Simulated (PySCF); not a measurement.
A structure optimised at PBE-D3(BJ)/def2-TZVP, used in a PySCF frequency run:

```xyz
3

Y      0.0000     0.0000     0.6311
Cl     0.0000    -1.9162    -0.7239
Cl     0.0000     1.9162    -0.7239
```
Charge +1, spin multiplicity 1.

Write its SMILES, formula and point group.

[Cl][Y+][Cl], Cl₂Y, C2v

What are its rotational constants (standard atomic weights)?

6.9790, 1.9413, 1.5188 GHz
